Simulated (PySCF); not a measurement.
How methods differ on the excitation energy of Sr

Sr [Kr] 5s2 (1S) → Sr [Kr] 4d1 5s1 (3D), as a difference of total energies. Computed with PySCF 2.14 in def2-QZVPPD with the def2 core potential (28 electrons) (7s5p4d3f, 63 functions), with scalar relativity through the core potential. Correlated levels: valence and next inner shell: nothing frozen outside the core potential. The calculations carry no spin-orbit coupling.

```json
{"method": "UHF", "excitation energy (eV)": "1.852"}
{"method": "MP2 (valence and next inner shell)", "excitation energy (eV)": "2.357"}
{"method": "SCS-MP2 (valence and next inner shell)", "excitation energy (eV)": "2.502"}
{"method": "CCSD (valence and next inner shell)", "excitation energy (eV)": "2.341"}
{"method": "CCSD(T) (valence and next inner shell)", "excitation energy (eV)": "2.397"}
```

Problem. How much does correlation contribute at CCSD(T) (valence and next inner shell)?

Solution. 2.397 − (1.852) = 0.545 eV, measured against UHF.

Errors of the correlated levels include the incompleteness of this basis.

For comparison: 2.263 eV (measured; NIST levels, between the centres of gravity of the two terms).
